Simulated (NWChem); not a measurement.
System: CH$_{3}$F$_{2}$OSb; SMILES C[O][Sb]([F])[F]

Input file for NWChem:

```
start job
memory heap 200 mb stack 900 mb global 1100 mb
geometry units angstroms noautoz
  Sb     0.230822    -0.559850     0.000000
  F     -1.092982    -0.396715    -1.397007
  F     -1.092982    -0.396715     1.397007
  O      0.769099     1.314748     0.000000
  C     -0.168493     2.371187     0.000000
  H      0.391839     3.318558     0.000000
  H     -0.813686     2.343662    -0.894219
  H     -0.813686     2.343662     0.894219
end
basis spherical
  Sb library def2-svp
  F library def2-svp
  O library def2-svp
  C library def2-svp
  H library def2-svp
end
ecp
  Sb library def2-ecp
end
dft
  xc m06-2x
  grid xfine
  iterations 150
  mulliken
end
task dft gradient
```

Excerpt of the output:

```
             Northwest Computational Chemistry Package (NWChem) 7.3.0
             --------------------------------------------------------

 CS  symmetry detected

                             Geometry "geometry" -> ""
                             -------------------------

 Output coordinates in angstroms (scale by  1.889725989 to convert to a.u.)

  No.       Tag          Charge          X              Y              Z
 ---- ---------------- ---------- -------------- -------------- --------------
    1 Sb                  51.0000     0.32575009     0.49705815     0.00000000
    2 F                    9.0000    -1.00754877     0.45985303    -1.39700700
    3 F                    9.0000    -1.00754877     0.45985303     1.39700700
    4 O                    8.0000     0.68432443    -1.42004493     0.00000000
    5 C                    6.0000    -0.34897768    -2.38307601     0.00000000
    6 H                    1.0000     0.11924522    -3.37919401     0.00000000
    7 H                    1.0000    -0.98867559    -2.29465531    -0.89421900
    8 H                    1.0000    -0.98867559    -2.29465531     0.89421900

 Effective nuclear repulsion energy (a.u.)     542.0290076874

      Symmetry information
      --------------------

 Group name             Cs
 Group number              2
 Group order               2
 No. of unique centers     6

                                 NWChem DFT Module
                                 -----------------

 Summary of "ao basis" -> "ao basis" (spherical)
 ------------------------------------------------------------------------------
       Tag                 Description            Shells   Functions and Types
 ---------------- ------------------------------  ------  ---------------------
 Sb                         def2-svp                10       26   4s4p2d
 F                          def2-svp                 6       14   3s2p1d
 O                          def2-svp                 6       14   3s2p1d
 C                          def2-svp                 6       14   3s2p1d
 H                          def2-svp                 3        5   2s1p

      Symmetry analysis of basis
      --------------------------

        a'         61
        a"         36

            General Information
            -------------------
          SCF calculation type: DFT
          Wavefunction type:  closed shell.
          No. of atoms     :     8
          No. of electrons :    58
           Alpha electrons :    29
            Beta electrons :    29
          Charge           :     0
          Spin multiplicity:     1
          Use of symmetry is: on ; symmetry adaption is: on
          Maximum number of iterations: 150
          AO basis - number of functions:    97
                     number of shells:    43
          Convergence on energy requested:  1.00D-06
          Convergence on density requested:  1.00D-05
          Convergence on gradient requested:  5.00D-04

              XC Information
              --------------
                       M06-2X Method XC Functional
                     Hartree-Fock (Exact) Exchange  0.540
                        M06-2X Exchange Functional  1.000
                      M06-2X Correlation Potential  1.000

             Grid Information
             ----------------
          Grid used for XC integration:  xfine
          Radial quadrature: Mura-Knowles
          Angular quadrature: Lebedev.
          Tag              B.-S. Rad. Rad. Pts. Rad. Cut. Ang. Pts.
          ---              ---------- --------- --------- ---------
          Sb                  1.45      205          11.0      1454
          F                   0.50      100          11.0      1454
          O                   0.60      100           8.0      1454
          C                   0.70      100          11.0      1454
          H                   0.35      100          12.0      1202
          Grid pruning is: on
          Number of quadrature shells:   705
          Spatial weights used:  Erf1

      Superposition of Atomic Density Guess
      -------------------------------------

 Sum of atomic energies:        -590.01113852

      Non-variational initial energy
      ------------------------------

 Total energy =    -552.489638
 1-e energy   =   -1450.976282
 2-e energy   =     598.410988
 HOMO         =      -0.346696
 LUMO         =       0.001588

      Symmetry analysis of molecular orbitals - initial
      -------------------------------------------------

  Numbering of irreducible representations:

     1 a'          2 a"

  Orbital symmetries:

     1 a'          2 a"          3 a'          4 a'          5 a'
     6 a'          7 a"          8 a'          9 a"         10 a'
    11 a'         12 a'         13 a"         14 a'         15 a'
    16 a"         17 a'         18 a'         19 a"         20 a'
    21 a'         22 a"         23 a'         24 a"         25 a"
    26 a'         27 a'         28 a"         29 a'         30 a"
    31 a'         32 a'         33 a'         34 a'         35 a"
    36 a'         37 a'         38 a'         39 a"

[...]

                         DFT ENERGY GRADIENTS

    atom               coordinates                        gradient
                 x          y          z           x          y          z
   1 Sb      0.615578   0.939304   0.000000    0.002973   0.001712   0.000000
   2 F      -1.903991   0.868996  -2.639960   -0.002699   0.001296  -0.003594
   3 F      -1.903991   0.868996   2.639960   -0.002699   0.001296   0.003594
   4 O       1.293186  -2.683496   0.000000    0.001603  -0.005567   0.000000
   5 C      -0.659472  -4.503361   0.000000    0.001810   0.003407   0.000000
   6 H       0.225341  -6.385751   0.000000    0.000814  -0.001154   0.000000
   7 H      -1.868326  -4.336270  -1.689829   -0.000901  -0.000495  -0.000613
   8 H      -1.868326  -4.336270   1.689829   -0.000901  -0.000495   0.000613
```

Level: M06-2X/def2-SVP with def2 effective core potentials on Sb. Structure relaxed at the PBE0/def2-SVP level. def2 effective core potentials on Sb; no spin-orbit coupling.
